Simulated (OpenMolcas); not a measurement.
# OpenMolcas run: neutral arsenic

Input:

```
&GATEWAY
Coord
1

As 0.0 0.0 0.0
Basis=ANO-RCC-VTZP
Group=XYZ
NoMove
AngMom=0.0 0.0 0.0
AMFI
&SEWARD
* reference wave functions (RASSCF and RASSI steps not shown): 5 electrons in 4 orbitals (4s 4p)
>>> COPY JOB001 $Project.JobIph
&CASPT2
Multistate=1 1
Frozen=2 3
IPEA=0.25
Imaginary=0.1
MaxIter=60
WThr=0.0 0.3 0.05
PrWF=0.5
NoMix
>>> COPY JOB002 $Project.JobIph
&CASPT2
Multistate=8 1 2 3 4 5 6 7 8
Frozen=2 3
IPEA=0.25
Imaginary=0.1
MaxIter=60
WThr=0.0 0.3 0.05
PrWF=0.5
NoMix
>>> COPY JOB003 $Project.JobIph
&CASPT2
Multistate=3 1 2 3
Frozen=2 3
IPEA=0.25
Imaginary=0.1
MaxIter=60
WThr=0.0 0.3 0.05
PrWF=0.5
NoMix
```

Output, cut to the results:

```
--- CASPT2 ---
Orbital specifications:
      -----------------------

      Symmetry species                           1   2
                                                ag  au
      Frozen orbitals                            2   3
      Inactive orbitals                          6   3
      Active orbitals                            1   3
      Secondary orbitals                        12  13
      Deleted orbitals                           0   0
      Number of basis functions                 21  22
Type of calculation                        SS-CASPT2
      Fock operator                              state-specific
      IPEA shift                                 0.25
      Real shift                                 0.00
      Imaginary shift                            0.10
      The input orbitals will be transformed to quasi-canonical
Reference energy:       -2258.9444913574
      E2 (Non-variational):      -0.1495910008
      Shift correction:          -0.0002349274
      E2 (Variational):          -0.1498259282
      Total energy:           -2259.0943172856
      Residual norm:              0.0000007332
      Reference weight:           0.95340
      Contributions to the CASPT2 correlation energy
      Active & Virtual Only:         -0.0696325213
      One Inactive Excited:          -0.0239009459
      Two Inactive Excited:          -0.0560575337
::    CASPT2 Root  1     Total energy:  -2259.09431729
--- CASPT2 ---
Orbital specifications:
      -----------------------

      Symmetry species                           1   2
                                                ag  au
      Frozen orbitals                            2   3
      Inactive orbitals                          6   3
      Active orbitals                            1   3
      Secondary orbitals                        12  13
      Deleted orbitals                           0   0
      Number of basis functions                 21  22
Type of calculation                        MS-CASPT2
      Fock operator                              state-specific
      IPEA shift                                 0.25
      Real shift                                 0.00
      Imaginary shift                            0.10
      The input orbitals will be transformed to quasi-canonical
Reference energy:       -2258.8777784875
      E2 (Non-variational):      -0.1632783753
      Shift correction:          -0.0003567562
      E2 (Variational):          -0.1636351316
      Total energy:           -2259.0414136191
      Residual norm:              0.0000000606
      Reference weight:           0.94232
      Contributions to the CASPT2 correlation energy
      Active & Virtual Only:         -0.0840218576
      One Inactive Excited:          -0.0226288752
      Two Inactive Excited:          -0.0566276425
Reference energy:       -2258.8777784875
      E2 (Non-variational):      -0.1626749258
      Shift correction:          -0.0003515515
      E2 (Variational):          -0.1630264774
      Total energy:           -2259.0408049649
      Residual norm:              0.0000000586
      Reference weight:           0.94282
      Contributions to the CASPT2 correlation energy
      Active & Virtual Only:         -0.0834552473
      One Inactive Excited:          -0.0225921481
      Two Inactive Excited:          -0.0566275305
::    CASPT2 Root  1     Total energy:  -2259.04141362
::    CASPT2 Root  2     Total energy:  -2259.04080496
::    CASPT2 Root  3     Total energy:  -2259.04154137
::    CASPT2 Root  4     Total energy:  -2259.04105344
::    CASPT2 Root  5     Total energy:  -2259.04095671
::    CASPT2 Root  6     Total energy:  -2259.00828302
::    CASPT2 Root  7     Total energy:  -2259.00828302
::    CASPT2 Root  8     Total energy:  -2259.00828302
::    MS-CASPT2 Root  1     Total energy:  -2259.04192237
::    MS-CASPT2 Root  2     Total energy:  -2259.04152914
::    MS-CASPT2 Root  3     Total energy:  -2259.04103313
::    MS-CASPT2 Root  4     Total energy:  -2259.04070874
::    MS-CASPT2 Root  5     Total energy:  -2259.04058086
::    MS-CASPT2 Root  6     Total energy:  -2259.00828283
::    MS-CASPT2 Root  7     Total energy:  -2259.00828142
::    MS-CASPT2 Root  8     Total energy:  -2259.00828065
--- CASPT2 ---
Orbital specifications:
      -----------------------

      Symmetry species                           1   2
                                                ag  au
      Frozen orbitals                            2   3
      Inactive orbitals                          6   3
      Active orbitals                            1   3
      Secondary orbitals                        12  13
      Deleted orbitals                           0   0
      Number of basis functions                 21  22
Type of calculation                        MS-CASPT2
      Fock operator                              state-specific
      IPEA shift                                 0.25
      Real shift                                 0.00
      Imaginary shift                            0.10
      The input orbitals will be transformed to quasi-canonical
Reference energy:       -2258.6169403343
      E2 (Non-variational):      -0.1600257744
      Shift correction:          -0.0010125924
      E2 (Variational):          -0.1610383668
      Total energy:           -2258.7779787010
      Residual norm:              0.0000001631
      Reference weight:           0.92052
      Contributions to the CASPT2 correlation energy
      Active & Virtual Only:         -0.0839393863
      One Inactive Excited:          -0.0208815877
      Two Inactive Excited:          -0.0552048004
Reference energy:       -2258.6169403342
      E2 (Non-variational):      -0.1600257744
      Shift correction:          -0.0010125924
      E2 (Variational):          -0.1610383668
      Total energy:           -2258.7779787010
      Residual norm:              0.0000001631
      Reference weight:           0.92052
      Contributions to the CASPT2 correlation energy
...
```

Levels above the lowest, from the spin-orbit matrix with the single-state CASPT2 energies, averaged by term, on its diagonal:

```tsv
Configuration	Term	J	E (cm⁻¹)	Measured (cm⁻¹)	g	Term weight %	Second
4s² 4p³	⁴S°	3/2	0.0	0.0	2.000	100	
4s² 4p³	²D°	3/2	11510	10593	0.816	97	3 ²P°
4s² 4p³	²D°	5/2	11740	10915	1.200	100	
4s² 4p³	²P°	1/2	18980	18186	0.666	100	
4s² 4p³	²P°	3/2	19260	18648	1.320	97	3 ²D°
4s 4p⁴	⁴P	5/2	68880		1.601	100	
4s 4p⁴	⁴P	3/2	69920		1.735	100	
4s 4p⁴	⁴P	1/2	70550		2.671	100
```

Against the 4 measured excited levels shown (NIST Handbook of Basic Atomic Spectroscopic Data) the mean absolute deviation is 790 cm-1; the largest miss in energy is 4s² 4p³ ²D°_3/2: computed 11510, measured 10593 cm⁻¹ (+8.7 %).

Term energies are means over components that CASPT2 splits; among the terms shown or strongly mixed into the levels shown the widest spread is 160 cm-1 (4s² 4p³ ²D°). Terms of s pⁿ other than that of highest spin mix with s² pⁿ⁻² d, which this space lacks; all of them can be thousands of cm-1 off, and some have no real level of that name. Measured partners are found by configuration, term and J. A level has none where our copy of the source lacks it or the pairing is in doubt (some pairs that miss far off the trend of their configuration count as doubtful), and it then counts in no deviation. Levels of configurations outside the active space are missing. The first state left out of the spin-orbit step lies near 100000 cm-1 above the lowest spin-free state of the reference (among the parities and spins computed), and the list stops at four fifths of that energy or lower.

The term weight is that of the spin-free term in the level, not the purity of its configuration. ° marks odd parity.
